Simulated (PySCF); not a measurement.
Excitations are Tamm–Dancoff values on a coarser integration grid. The basis has no diffuse functions, so Rydberg states are missing or too high.

Cartesian coordinates (Å):
```xyz
9

C      1.8461    -0.1954     0.1255
C      0.6337    -0.3080    -0.3179
C     -0.6039    -0.3862    -0.7387
C     -1.6382     0.5363    -0.2359
O     -2.7916     0.5057    -0.5913
H      2.1769    -0.7432     1.0004
H      2.5682     0.4429    -0.3707
H     -0.9116    -1.1281    -1.4680
H     -1.2795     1.2759     0.5062
```
Charge 0, spin multiplicity 1.

Question: Estimate the total energy, LUMO, S1–T1 gap (TDA), S1 excitation (TDA), HOMO–LUMO gap, T1 excitation (TDA), brightest of the four lowest singlets (TDA) and dipole moment that PySCF with ωB97X-D3(BJ)/def2-TZVP // B3LYP-D3(BJ)/def2-TZVP returns for this input.

Answer: 
The total energy is -230.1501 Ha. The LUMO is 0.52 eV. The S1–T1 gap (TDA) is 0.53 eV and the S1 excitation (TDA) comes out as 4.12 eV. The HOMO–LUMO gap comes out as 10.56 eV. The T1 excitation (TDA) is 3.59 eV. The brightest of the four lowest singlets (TDA) comes out as 6.72 eV. The dipole moment is 3.73 D.
